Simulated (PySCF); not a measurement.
# `C1=C(C#CC=C)C=CN=C1`, C₉H₇N

Geometry:
```
atom   x (Å)   y (Å)   z (Å)
  C1   3.910   1.157  -0.113
  C2   3.232   0.014  -0.078
  C3   1.835  -0.056   0.068
  C4   0.635  -0.135   0.191
  C5  -0.764  -0.229   0.342
  C6  -1.464   0.670   1.152
  C7  -2.834   0.516   1.270
  N8  -3.524  -0.430   0.653
  C9  -2.861  -1.277  -0.118
 C10  -1.492  -1.228  -0.311
 H11   4.980   1.173  -0.230
 H12   3.413   2.110  -0.033
 H13   3.738  -0.941  -0.167
 H14  -0.942   1.456   1.675
 H15  -3.416   1.185   1.891
 H16  -3.463  -2.033  -0.604
 H17  -0.990  -1.941  -0.948
```

Theory: quadratic response CAM-B3LYP/def2-SVPD first hyperpolarisability, Taylor convention, gas phase (PySCF). Geometry: GFN2-xTB.

Task: Give the tensor of the static β(0;0,0) in the axes of these coordinates.

Result: In au, Taylor convention; rows are the first index (the induced dipole):
```tsv
	xx	yy	zz	xy	xz	yz
x	+232.0	-42.2	-31.5	+3.7	-34.6	-6.9
y	+3.7	-22.5	-6.2	-42.2	-6.9	+4.1
z	-34.6	+4.1	+10.7	-6.9	-31.5	-6.2
```
Norm of βᵢ = ⅓ Σⱼ (βᵢⱼⱼ + βⱼᵢⱼ + βⱼⱼᵢ): 161.4 au, hyper-Rayleigh value 91.4 au.
